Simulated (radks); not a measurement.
Values are calculated unless marked as measured or tabulated.
Species: Fe2+. Configuration: [Ar] 3d4 4p2 (not the ground configuration).

Code: a radial shooting solver on a logarithmic mesh with Libxc functionals. Model: scalar-relativistic Kohn-Sham, PBE, spin-polarised, spherical densities, point nucleus; open shells are filled with parallel spins first.

Energy parts (hartree):
total: -1270.55906
kinetic: 1285.88947
electron-nucleus: -3008.06907
Hartree: 506.23557
exchange-correlation: -54.61503

Orbitals (lengths in bohr, moments of r in powers of bohr):
orbital  occ.  eigenvalue (hartree)     <r^2>
1s up       1             -258.5430  0.004596
1s down     1             -258.5396  0.004596
2s up       1             -31.56038   0.08429
2s down     1             -31.47244   0.08395
2p up       3             -27.08894   0.06836
2p down     3             -27.02022   0.06801
3s up       1              -4.84224    0.7280
3s down     1              -4.64421    0.7339
3p up       3              -3.57504    0.8090
3p down     3              -3.37987    0.8192
3d up       4              -1.57956     1.094
3d down     0              -1.38793     1.140
4p up       2              -0.72961     7.572

The highest occupied level is 4p up at -19.854 eV. The configuration is held as typed, so some empty levels lie below it. Spin moment in Bohr magnetons: 6. The density falls to 0.001 e/bohr^3 at r = 4.05 bohr. Summed over all electrons, <r^2> = 26.45 bohr^2, which gives a Langevin (diamagnetic) susceptibility term of -21 x 10^-6 cm^3/mol.
